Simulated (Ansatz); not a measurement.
Input file for Ansatz (a quantum-chemistry and plane-wave program): U-B3LYP/cc-pV(T+d)Z on H3NSi (SMILES N[SiH]), a point of a bond scan (R = 1.377 Å). Files ending in .json are basis or fitting sets from the Basis Set Exchange.

Ansatz 0.2 input:
```yaml
crystal:
  periodic: [false, false, false]
  atoms:
    - {symbol: Si, position_ang: [-0.24474767, 0.39103857, 0.50999719]}
    - {symbol: H, position_ang: [-0.55187554, 1.36557777, -0.41278069]}
    - {symbol: N, position_ang: [0.39778231, -0.68955254, -0.65444502]}
    - {symbol: H, position_ang: [0.46313720, -0.52839300, -1.64843432]}
    - {symbol: H, position_ang: [0.76485489, -1.59313906, -0.39509969]}
basis:
  gaussian:
    orbitals: cc-pV_T+d_Z.json
hamiltonian:
  xc: {name: B3LYP}
magnetization: {spin_polarized: true, initial_magnetization: 0}
```

The log:

```
WARN ansatz: RAYON_NUM_THREADS=1 ignored (pool sized by the plan → 1); use --threads N
Functional definition: B3LYP
integrals: 0.03 GiB planned
672 factors; their error is unknown
mean field: 0.36 GiB planned
mean field evaluation 1: about -9410.1034 eV, gradient 4.4e1 eV
mean field evaluation 2: about -9383.3935 eV, gradient 7.8e1 eV
mean field evaluation 4: about -9417.3343 eV, gradient 2.8e0 eV
mean field evaluation 8: about -9417.4179 eV, gradient 3.3e-2 eV
mean field evaluation 16: about -9417.2104 eV, gradient 2.0e0 eV
mean field -9417.41785863 eV, -346.0837229495 hartree, gradient 5.8e-5 eV, S^2 0.000000; 1 other end points of the search recorded, 0 dependent functions left out
reference -9417.41804655 eV, -346.0837298555 hartree; 12, 12 occupied and 99, 99 virtual orbitals, 672 factors
Total energy: -9417.41804655 eV, -346.0837298555 hartree
```

Self-consistency was reached.

Cost: about 2.9 core-seconds (a rough figure).
